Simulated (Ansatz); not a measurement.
Basis sets compared for the cluster K2Na6⁺. The state is a doublet with charge 1. Geometry PBE0/def2-SVP. Ansatz on 4 threads of Arm Neoverse V1 on a shared host; times are rough, and most runs start from earlier orbitals.

```xyz
8

Na    0.701    0.605    0.808
Na    0.307   -2.890    0.284
Na    2.862   -1.160   -1.442
Na   -0.640   -0.339   -2.234
Na    1.674    2.384   -2.000
Na   -2.590   -0.680    0.793
K    -0.180   -1.141    4.192
K    -2.136    3.221   -0.400
```

The structure comes from a short search, and lower isomers may exist.

```csv
level,functions,energy (Eh),HOMO (eV),LUMO (eV),wall time
PBE/def2-SVP,138,-2171.8847,-5.36,-4.91,8.5 s
PBE0/def2-SVP,138,-2172.0671,-5.73,-4.38,15 s
```

Estimate the rows for PBE/def2-TZVP (with forces), PBE0/def2-TZVP.


```tsv
level	functions	energy (Eh)	HOMO (eV)	LUMO (eV)	wall time
PBE/def2-TZVP (with forces)	258	-2172.3988	-5.36	-4.91	15 s
PBE0/def2-TZVP	258	-2172.5751	-5.74	-4.37	31 s
```
